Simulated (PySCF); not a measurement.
Species: C8H7O (doublet state).
Numbering: `[CH2:1][C:2](=[O:3])[C:4]1=[CH:5][CH:6]=[CH:7][C:8]1=[CH2:9]` (hydrogens: H10, H11 on C1; H12 on C5; H13 on C6; H14 on C7; H15, H16 on C9)

Geometry (GFN2-xTB, Å), atoms numbered from 1 in this order:
```
atom  x, y, z in Å
C1     2.6415   -0.6670    0.1848
C2     1.6324    0.3237    0.2777
O3     1.9138    1.5164    0.4721
C4     0.2461   -0.1294    0.0930
C5    -0.2466   -1.4027    0.1192
C6    -1.6709   -1.3743   -0.0788
C7    -2.0701   -0.0915   -0.2313
C8    -0.8995    0.7693   -0.1292
C9    -0.8744    2.1023   -0.2239
H10    2.4283   -1.6930   -0.0460
H11    3.6700   -0.3637    0.2765
H12    0.3053   -2.3101    0.2850
H13   -2.2927   -2.2515   -0.0962
H14   -3.0668    0.2700   -0.4020
H15    0.0537    2.6410   -0.1295
H16   -1.7777    2.6695   -0.3829
```

The hyperfine couplings belong to this conformer and change with its torsions.

Theory: PySCF, UKS B3LYP, pcH-1 on C H O, non-relativistic, mean-field spin-orbit, GIAO. Geometry: GFN2-xTB, one conformer, isolated molecule. The geometry wasn't refined by DFT: couplings that depend on bond lengths, twists or pyramidal angles can differ widely from those at the functional's own minimum. The frame is twisted about the C2–C4 bond at this geometry (dihedral O3–C2–C4–C8 = 12°); couplings at other torsion angles weren't computed. Stability of the SCF solution: not tested.

Principal values of hyperfine tensors in MHz (contact and dipolar terms together), for some of the nuclei:

| atom | isotope | A1 | A2 | A3 |
| --- | --- | --- | --- | --- |
| C1 | 13C | 1.38 | 2.09 | 203.42 |
| H11 | 1H | -83.97 | -55.21 | -20.33 |
| H10 | 1H | -85.48 | -54.67 | -18.98 |
| O3 | 17O | -94.45 | 21.51 | 22.70 |
| C7 | 13C | -0.42 | 0.19 | 8.34 |
| H14 | 1H | -4.26 | -2.93 | -0.36 |
| C5 | 13C | -0.71 | 0.68 | 7.36 |
| C6 | 13C | -3.92 | -1.68 | -1.15 |

Question: Split each tensor into its isotropic and traceless parts, and turn a_iso into mT with g = 2.0045.

Answer: a_iso = (A1 + A2 + A3)/3, Ti = Ai − a_iso; 1 mT corresponds to 28.055 MHz.

| atom | a_iso (MHz) | a_iso (mT) | T1 | T2 | T3 |
| --- | --- | --- | --- | --- | --- |
| C1 | 68.96 | 2.458 | -67.58 | -66.87 | 134.46 |
| H11 | -53.17 | -1.895 | -30.80 | -2.04 | 32.84 |
| H10 | -53.04 | -1.891 | -32.44 | -1.62 | 34.06 |
| O3 | -16.74 | -0.597 | -77.70 | 38.25 | 39.45 |
| C7 | 2.70 | 0.096 | -3.12 | -2.51 | 5.64 |
| H14 | -2.52 | -0.090 | -1.75 | -0.42 | 2.16 |
| C5 | 2.44 | 0.087 | -3.15 | -1.77 | 4.92 |
| C6 | -2.25 | -0.080 | -1.67 | 0.57 | 1.10 |

Question: What spin density at the nucleus of C7 lies behind its contact coupling (g_N = 1.40482)?

Answer: a_FC = 800.24 MHz bohr³ × g_N × ρ(0)/(2S). With a_FC = 2.70 MHz and 2S = 1, ρ(0) = 0.002403 bohr⁻³.

Question: C2 (13C, g_N = 1.40482) isn't in the table. Its spin density at the nucleus is -0.03425 bohr⁻³. What is its contact coupling?

Answer: By the same relation, a_FC = -38.5 MHz. Its full tensor has the principal values -52.13, -34.47, -28.91 MHz.

Question: Name the largest traceless tensor T of the table and describe it.

Answer: C1: -67.6, -66.9, 134.5 MHz, axial, in the ratio −1:−1:+2, the form that spin in one p orbital centred on that nucleus gives.

Question: What first-order splitting does H10 cause when the field lies along A1, A2 or A3 of its tensor (g taken as isotropic, no quadrupole term)?

Answer: 2 lines (I = 1/2), spaced by |A_i|/(g × 13.996): 3.05, 1.95, 0.68 mT along the axes of A1, A2 and A3.

Time: 95 s of wall time (with the writing of density and orbital grids); peak memory 1.1 GiB. Hardware: one thread of an Arm Neoverse V1 (shared host).
